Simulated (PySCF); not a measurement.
Computed IR spectrum (relative IR intensity) of a molecule C₂H₇NSi₂. Geometry optimised at B3LYP-D3(BJ)/def2-SVP. The values are those of a single conformer. Method: B3LYP-D3(BJ)/def2-SVP (PySCF). Frequencies are harmonic and unscaled.

Lines under 2 % of the strongest are left out, and lines within 2 cm⁻¹ are merged.

ν (cm⁻¹): 260 (w), 397 (vw), 446 (vw), 470 (w), 585 (vw), 613 (w), 645 (w), 694 (m), 711 (w), 751 (s), 753 (m), 831 (s), 894 (s), 913 (s), 946 (s), 1266 (w), 1295 (w), 1426 (vw), 1432 (vw), 1596 (m), 2182 (s), 2193 (s), 2209 (vs), 3001 (s) (against the strongest line: vs over 80 %, s over 45 %, m over 15 %, w over 4 %, vw less)

Q: Identify the compound among the candidates.
A. N[SiH2]C#C[SiH3]
B. C#C[SiH2][SiH2]N
C. C[Si@@H]1N=C[SiH2]1
D. N#CC([SiH3])[SiH3]

A: C, C[Si@@H]1N=C[SiH2]1
